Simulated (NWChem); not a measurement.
System: 2,3,3,3-tetrafluoropropene (C$_{3}$H$_{2}$F$_{4}$); SMILES C=C(F)C(F)(F)F

Here is an NWChem input.

```
start job
memory heap 200 mb stack 900 mb global 1100 mb
geometry units angstroms noautosym nocenter noautoz
  C     -1.257883     1.582243     0.000832
  C     -0.114740     0.912782     0.000332
  F      1.073583     1.501895    -0.001351
  C      0.021624    -0.588008     0.000019
  F      0.680837    -1.002001    -1.081393
  F      0.703401    -1.000059     1.067902
  F     -1.171171    -1.175979     0.012789
  H     -2.204044     1.043294     0.002421
  H     -1.255733     2.673218    -0.000117
end
basis spherical
  * library def2-svp
end
dft
  xc xpbe96 cpbe96
  iterations 150
end
property
  response 1 0.0
end
task dft property
```

Excerpt of the output:

```
             Northwest Computational Chemistry Package (NWChem) 7.3.0
             --------------------------------------------------------

                             Geometry "geometry" -> ""
                             -------------------------

 Output coordinates in angstroms (scale by  1.889725989 to convert to a.u.)

  No.       Tag          Charge          X              Y              Z
 ---- ---------------- ---------- -------------- -------------- --------------
    1 C                    6.0000    -1.25788300     1.58224300     0.00083200
    2 C                    6.0000    -0.11474000     0.91278200     0.00033200
    3 F                    9.0000     1.07358300     1.50189500    -0.00135100
    4 C                    6.0000     0.02162400    -0.58800800     0.00001900
    5 F                    9.0000     0.68083700    -1.00200100    -1.08139300
    6 F                    9.0000     0.70340100    -1.00005900     1.06790200
    7 F                    9.0000    -1.17117100    -1.17597900     0.01278900
    8 H                    1.0000    -2.20404400     1.04329400     0.00242100
    9 H                    1.0000    -1.25573300     2.67321800    -0.00011700

 Effective nuclear repulsion energy (a.u.)     334.2610633964

  pbe96 is a nonlocal functional; adding pw91lda local functional.
                              NWChem Property Module
                              ----------------------

                                 NWChem DFT Module
                                 -----------------

 Summary of "ao basis" -> "ao basis" (spherical)
 ------------------------------------------------------------------------------
       Tag                 Description            Shells   Functions and Types
 ---------------- ------------------------------  ------  ---------------------
 C                          def2-svp                 6       14   3s2p1d
 F                          def2-svp                 6       14   3s2p1d
 H                          def2-svp                 3        5   2s1p

            General Information
            -------------------
          SCF calculation type: DFT
          Wavefunction type:  closed shell.
          No. of atoms     :     9
          No. of electrons :    56
           Alpha electrons :    28
            Beta electrons :    28
          Charge           :     0
          Spin multiplicity:     1
          Use of symmetry is: off; symmetry adaption is: off
          Maximum number of iterations: 150
          AO basis - number of functions:   108
                     number of shells:    48
          Convergence on energy requested:  1.00D-06
          Convergence on density requested:  1.00D-05
          Convergence on gradient requested:  5.00D-04

              XC Information
              --------------
          PerdewBurkeErnzerhof Exchange Functional  1.000
            Perdew 1991 LDA Correlation Functional  1.000 local
           PerdewBurkeErnz. Correlation Functional  1.000 non-local

             Grid Information
             ----------------
          Grid used for XC integration:  medium
          Radial quadrature: Mura-Knowles
          Angular quadrature: Lebedev.
          Tag              B.-S. Rad. Rad. Pts. Rad. Cut. Ang. Pts.
          ---              ---------- --------- --------- ---------
          C                   0.70       49          10.0       434
          F                   0.50       49          11.0       434
          H                   0.35       45          10.0       434
          Grid pruning is: on
          Number of quadrature shells:   433
          Spatial weights used:  Erf1

      Superposition of Atomic Density Guess
      -------------------------------------

 Sum of atomic energies:        -511.04303507

      Non-variational initial energy
      ------------------------------

 Total energy =    -513.703006
 1-e energy   =   -1374.391950
 2-e energy   =     526.427880
 HOMO         =      -0.306160
 LUMO         =       0.036808

   convergence    iter        energy       DeltaE   RMS-Dens  Diis-err
 ---------------- ----- ----------------- --------- --------- ---------
 d= 0,ls=0.0,diis     1   -513.7236622809 -8.48D+02  2.36D-02  2.24D+00
 d= 0,ls=0.0,diis     2   -513.1652822045  5.58D-01  1.48D-02  8.91D+00
 d= 0,ls=0.0,diis     3   -513.9528794155 -7.88D-01  3.81D-03  8.60D-02
 d= 0,ls=0.0,diis     4   -513.9479613117  4.92D-03  2.45D-03  1.14D-01
 d= 0,ls=0.0,diis     5   -513.9628081622 -1.48D-02  5.86D-04  8.69D-03
  Resetting Diis
 d= 0,ls=0.0,diis     6   -513.9636100473 -8.02D-04  1.24D-04  3.16D-04
 d= 0,ls=0.0,diis     7   -513.9636410822 -3.10D-05  8.07D-05  2.70D-05
 d= 0,ls=0.0,diis     8   -513.9636343359  6.75D-06  5.32D-05  9.26D-05
 d= 0,ls=0.0,diis     9   -513.9636435191 -9.18D-06  9.60D-06  2.09D-06
 d= 0,ls=0.0,diis    10   -513.9636437343 -2.15D-07  3.38D-06  2.01D-07

         Total DFT energy =     -513.963643734301
      One electron energy =    -1375.707779565201
           Coulomb energy =      585.796999171320
    Exchange-Corr. energy =      -58.313926736862
 Nuclear repulsion energy =      334.261063396443

 Numeric. integr. density =       55.999997723193

                       DFT Final Molecular Orbital Analysis
                       ------------------------------------

 Vector   26  Occ=2.000000D+00  E=-3.504890D-01
              MO Center=  1.6D-01, -1.0D+00, -1.7D-03, r^2= 2.0D+00
   Bfn.  Coefficient  Atom+Function         Bfn.  Coefficient  Atom+Function
  ----- ------------  ---------------      ----- ------------  ---------------
    90     -0.381002  7 F  pz                60      0.360573  5 F  px
    74     -0.355417  6 F  px                93      0.253223  7 F  pz
    63     -0.239110  5 F  px                77      0.235652  6 F  px
    76      0.233944  6 F  pz                62      0.226578  5 F  pz
    79     -0.155024  6 F  pz                65     -0.150110  5 F  pz

 Vector   27  Occ=2.000000D+00  E=-3.234712D-01
              MO Center=  2.4D-01,  3.7D-01, -1.6D-03, r^2= 2.9D+00
   Bfn.  Coefficient  Atom+Function         Bfn.  Coefficient  Atom+Function
  ----- ------------  ---------------      ----- ------------  ---------------
    33      0.382815  3 F  py                19      0.286153  2 C  py
    36     -0.263250  3 F  py                47     -0.256046  4 C  py
    61     -0.234817  5 F  py                89     -0.235328  7 F  py
    75     -0.233255  6 F  py                17     -0.165538  2 C  s
    92      0.160102  7 F  py                64      0.158749  5 F  py

 Vector   28  Occ=2.000000D+00  E=-2.558207D-01
              MO Center= -4.9D-01,  1.3D+00,  4.3D-05, r^2= 1.9D+00
   Bfn.  Coefficient  Atom+Function         Bfn.  Coefficient  Atom+Function
  ----- ------------  ---------------      ----- ------------  ---------------
     6      0.420504  1 C  pz                20      0.368943  2 C  pz
    34      0.313329  3 F  pz                 9      0.299044  1 C  pz
    37     -0.234621  3 F  pz                23      0.166605  2 C  pz
    61     -0.078138  5 F  py                75      0.076673  6 F  py
    90      0.060284  7 F  pz                64      0.058164  5 F  py

 Vector   29  Occ=0.000000D+00  E=-5.328262D-02
              MO Center= -5.9D-01,  1.1D+00,  6.0D-04, r^2= 2.3D+00
   Bfn.  Coefficient  Atom+Function         Bfn.  Coefficient  Atom+Function
  ----- ------------  ---------------      ----- ------------  ---------------
     9      0.552778  1 C  pz                20     -0.483018  2 C  pz
    23     -0.474127  2 C  pz                 6      0.429031  1 C  pz
    34     -0.189603  3 F  pz                37      0.176467  3 F  pz
    48     -0.164001  4 C  pz                51     -0.161554  4 C  pz
    59     -0.115020  5 F  s                 73      0.113726  6 F  s

 Vector   30  Occ=0.000000D+00  E= 4.515772D-02
              MO Center= -4.5D-01,  1.1D+00,  2.6D-04, r^2= 3.9D+00
   Bfn.  Coefficient  Atom+Function         Bfn.  Coefficient  Atom+Function
  ----- ------------  ---------------      ----- ------------  ---------------
   105      0.946072  9 H  s                100     -0.648152  8 H  s
    21     -0.478409  2 C  px                 3     -0.450259  1 C  s
     8     -0.437621  1 C  py                31      0.422813  3 F  s
    46     -0.297797  4 C  px                 7     -0.294362  1 C  px
    18     -0.282182  2 C  px                49     -0.281036  4 C  px

 Vector   31  Occ=0.000000D+00  E= 6.569940D-02
              MO Center= -1.9D+00,  1.8D+00,  1.3D-03, r^2= 3.9D+00
   Bfn.  Coefficient  Atom+Function         Bfn.  Coefficient  Atom+Function
  ----- ------------  ---------------      ----- ------------  ---------------
     3      2.020922  1 C  s                100     -1.521119  8 H  s
   105     -1.350025  9 H  s                  7     -0.489098  1 C  px
    17     -0.408854  2 C  s                  2      0.326589  1 C  s
     8      0.237301  1 C  py                50      0.191385  4 C  py
     4     -0.182058  1 C  px                31      0.162454  3 F  s

     Multipole analysis of the density
     ---------------------------------

     L   x y z        total         alpha         beta         nuclear
     -   - - -        -----         -----         ----         -------
     0   0 0 0     -0.000000    -28.000000    -28.000000     56.000000

[...]

 DFT Linear Response polarizability / au
 Frequency  =       0.0000000 / au
              X              Y              Z
 -----------------------------------------------
 X      39.1841048     -6.2896144     -0.0118528
 Y      -6.2896133     35.4864637      0.0004141
 Z      -0.0118541      0.0004125     22.6040219
 -----------------------------------------------
 Eigenvalues =      43.8910028     30.7795759     22.6040119
 Isotropic   =      32.4248635
 Anisotropic =      18.5995342
 -----------------------------------------------

 Magnetic Dipole Response Matrix (nonzero elements):

 Exiting AOResponse driver routine
```

Level: PBE/def2-SVP. Structure relaxed at the PBE0/def2-SVP level.
